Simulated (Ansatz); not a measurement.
`[SiH3]O[SiH2]CCl` + H₂O → `O[SiH2]CCl` + `O[SiH3]`  (formal hydrolysis of the Si–O bond)

Program: Ansatz. Geometries: PBE0-D4/def2-TZVP. ΔE: electronic, gas phase. CCSD(T)/CBS adds triple-zeta CCSD(T) − MP2 to the extrapolated MP2 energy (def2 sets, frozen cores). This one scheme is used for every species. Functionals use def2-TZVPP. Each species was taken in one conformer, which may not be the lowest.

```csv
level,ΔE (kJ/mol)
PBE0-D4,18.6
r2SCAN0-D4,18.5
PBE,9.0
MP2/CBS(def2),22.6
```

(1) What does CCSD(T)/CBS give? (Estimate.)

(2) What do rigid-rotor, harmonic-oscillator terms from PBE0-D4/def2-TZVP frequencies (298.15 K, 1 bar) make of the CCSD(T)/CBS value? (Best estimate.)

Largest T1 diagnostic among the species: 0.011.

## Answers

(1) Ansatz gave: +22.4 kJ/mol. The listed levels differ from it by -3.8, -3.9, -13.4, 0.2 kJ/mol.

(2) Ansatz gave: ΔZPE = +2.0 kJ/mol, ΔH = +21.3 kJ/mol, ΔS = 9 J/(mol·K), ΔG = +18.5 kJ/mol. Modes under 50 cm⁻¹ make the entropy rough.

Leaving LDA and LC-ωPBE aside and taking each functional with its dispersion term where it has one, the values, not all of them listed here, spread over 10.4 kJ/mol, from B2PLYP to BHLYP-D4. From PBE to PBE0 (25 % exact exchange), in def2-TZVPP and without D4, ΔE moves by +3.6 kJ/mol.

CCSD(T)/CBS has its own doubt, a few kJ/mol and more with outer-core shells, so smaller differences from it don't rank the levels.
